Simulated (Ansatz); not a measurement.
```yaml
crystal:
  periodic: [false, false, false]
  atoms:
    - {symbol: C, position_ang: [-1.263547, 0.866342, 0.663650]}
    - {symbol: N, position_ang: [0.030602, 0.078223, 0.185443]}
    - {symbol: Si, position_ang: [1.512818, 0.506138, 0.923563]}
    - {symbol: C, position_ang: [-0.136693, -1.062780, -0.602515]}
    - {symbol: N, position_ang: [-0.461812, -1.028113, -1.943216]}
    - {symbol: H, position_ang: [-0.907084, 1.715712, 1.101571]}
    - {symbol: H, position_ang: [-1.849754, 0.104879, 1.174783]}
    - {symbol: H, position_ang: [-1.729449, 0.993283, -0.332759]}
    - {symbol: H, position_ang: [1.591650, 1.947650, 1.244733]}
    - {symbol: H, position_ang: [2.677947, 0.013374, 0.240860]}
    - {symbol: H, position_ang: [1.637997, -0.059513, 2.418783]}
    - {symbol: H, position_ang: [-0.622568, -1.884464, 0.050815]}
    - {symbol: H, position_ang: [1.042725, -1.421788, -0.704612]}
    - {symbol: H, position_ang: [-0.022392, -0.233014, -2.408072]}
    - {symbol: H, position_ang: [-1.569676, -0.805914, -1.887336]}
basis:
  gaussian: {orbitals: cc-pVTZ-DK}
magnetization: {spin_polarized: true, initial_magnetization: 8}
hamiltonian: {xc: {name: wPBEh}}
scf: {lower_state_search: off}
```

```sh
$ ansatz run in.yaml --threads 4 --pin off --events-out ev --progress --plain --max-ram 10444MiB
```

Output, abridged:

```
Functional definition: wPBEh
1589 factors; their error is unknown
132 factors; integrals over basis functions are off by at most 4.8e-7 eV
mean field evaluation 1: about -13064.0774 eV, gradient 4.9e1 eV
mean field evaluation 2: about -12974.0449 eV, gradient 1.1e2 eV
mean field evaluation 4: about -13051.3506 eV, gradient 5.1e1 eV
mean field evaluation 8: about -13078.2493 eV, gradient 2.8e0 eV
mean field evaluation 16: about -13078.3941 eV, gradient 2.8e-1 eV
mean field evaluation 32: about -13078.3957 eV, gradient 5.4e-3 eV
mean field -13078.39567200 eV, -480.6221760910 hartree, gradient 6.7e-6 eV, S^2 20.017208; 0 other end points of the search recorded, 0 dependent functions left out
reference -13078.39572930 eV, -480.6221781967 hartree; 29, 21 occupied and 265, 273 virtual orbitals, 1589 factors
Total energy: -13078.39572930 eV, -480.6221781967 hartree
Relativity: scalar
Checks for a lower state left out: stability, starts, cluster_reference, orbital_swaps, neighbouring_geometries, increment
```

**Question.** Something in this input is off. What?

**Answer.** The spin is set far too high for this molecule. Self-consistency was reached. The result belongs to that input, not to the molecule as meant.
